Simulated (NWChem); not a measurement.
System meant: MgH$_{2}$S; SMILES [SH][MgH]

NWChem input:

```
start job
memory heap 200 mb stack 900 mb global 1100 mb
geometry units angstroms noautosym nocenter noautoz
  Mg     0.233474    -1.142312     0.000000
  H      0.386854    -2.829255     0.000000
  S      0.062367     1.170564     0.000000
  H     -1.290702     1.147842     0.000000
end
basis spherical
  Mg library def2-svp
  H library def2-svp
  S library def2-svp
end
dft
  xc xtpss03 ctpss03
  iterations 150
end
property
  shielding
end
task dft property
```

End of the output:

```
 Vector   18  Occ=0.000000D+00  E=-2.759625D-02
              MO Center=  2.2D-01, -1.2D+00,  1.3D-09, r^2= 5.4D+00
   Bfn.  Coefficient  Atom+Function         Bfn.  Coefficient  Atom+Function
  ----- ------------  ---------------      ----- ------------  ---------------
    13      0.821684  1 Mg pz                10      0.276465  1 Mg pz
    36     -0.266390  3 S  pz                 7      0.166878  1 Mg pz
    33     -0.140885  3 S  pz                30     -0.078969  3 S  pz
    15     -0.075929  1 Mg d -1              38     -0.033168  3 S  d -1

 center of mass
 --------------
 x =   0.21784321 y =   0.27160902 z =   0.00000000

 moments of inertia (a.u.)
 ------------------
         297.483426312475          27.209484213850           0.000000000000
          27.209484213850           8.896110251146           0.000000000000
           0.000000000000           0.000000000000         306.379536563621

     Multipole analysis of the density
     ---------------------------------

     L   x y z        total         alpha         beta         nuclear
     -   - - -        -----         -----         ----         -------
     0   0 0 0     -0.000000    -15.000000    -15.000000     30.000000

     1   1 0 0     -0.269245     -2.870673     -2.870673      5.472102
     1   0 1 0     -0.351143     -3.331288     -3.331288      6.311433
     1   0 0 1     -0.000000     -0.000000     -0.000000      0.000000

     2   2 0 0    -15.804684    -12.423172    -12.423172      9.041661
     2   1 1 0     -0.293437      8.081655      8.081655    -16.456748
     2   1 0 1     -0.000000     -0.000000     -0.000000      0.000000
     2   0 2 0    -26.559151    -97.028652    -97.028652    167.498153
     2   0 1 1     -0.000000     -0.000000     -0.000000      0.000000
     2   0 0 2    -18.671680     -9.335840     -9.335840      0.000000

          -----------------------------------------
          Chemical Shielding Tensors (GIAO, in ppm)
          -----------------------------------------

 ------------------------------------------------------------------------
  xtpss03: d2 not coded                    0
 ------------------------------------------------------------------------
 ------------------------------------------------------------------------
  current input line :
    21: task dft property
 ------------------------------------------------------------------------
 ------------------------------------------------------------------------
 This error has not yet been assigned to a category
 ------------------------------------------------------------------------
 For more information see the NWChem manual at https://nwchemgit.github.io

0: xtpss03: d2 not coded:Received an Error in Communication
```

Task: What is wrong, and how is it mended?

Result: The run crashed. Cause: this functional's second derivatives, which shieldings need, aren't coded here; the fix takes a hybrid GGA instead. This input runs:
```
start job
memory heap 200 mb stack 900 mb global 1100 mb
geometry units angstroms noautosym nocenter noautoz
  Mg     0.233474    -1.142312     0.000000
  H      0.386854    -2.829255     0.000000
  S      0.062367     1.170564     0.000000
  H     -1.290702     1.147842     0.000000
end
basis spherical
  Mg library def2-svp
  H library def2-svp
  S library def2-svp
end
dft
  xc pbe0
  iterations 150
end
property
  shielding
end
task dft property
```
It converges to -599.05009 Ha (PBE0/def2-SVP, GIAO).
